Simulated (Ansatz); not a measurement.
Si(NMe2)H3 (C2H9NSi). The state is a singlet with charge 0. Geometry PBE-D4/def2-SVP, basis def2-TZVP, Ansatz.

```xyz
13

C     1.378    0.282    0.478
C    -0.994    0.501    0.984
N     0.016    0.211   -0.016
Si   -0.375   -0.730   -1.439
H     1.585    1.285    0.920
H     2.102    0.127   -0.348
H     1.604   -0.476    1.271
H    -2.005    0.506    0.528
H    -1.008   -0.235    1.828
H    -0.825    1.507    1.434
H     0.707   -0.488   -2.457
H    -1.712   -0.259   -1.944
H    -0.475   -2.230   -1.239
```

```tsv
run	HOMO (eV)	LUMO (eV)
A	-8.75	2.45
B	-5.32	0.09
C	-6.38	0.49
D	-6.55	0.77
E	-5.08	-0.35
F	-5.05	-0.23
```

Another isomer (singlet) lies 0.73 eV lower at PBE0-D4/def2-TZVP; other spin states weren't run for this one.

The runs used PBE, PBE0, r2SCAN, r2SCAN0, revPBE, ωB97X-V. Estimate which is which.

A ωB97X-V (range-separated); B r2SCAN (0 % exact exchange); C PBE0 (25 % exact exchange); D r2SCAN0 (25 % exact exchange); E PBE (0 % exact exchange); F revPBE (0 % exact exchange). Exact exchange lowers occupied and raises empty levels; among semilocal functionals meta-GGAs tend to open the gap a little, and such runs are hard to tell apart. The gap grows from 4.73 eV (PBE) to 11.19 eV (ωB97X-V).
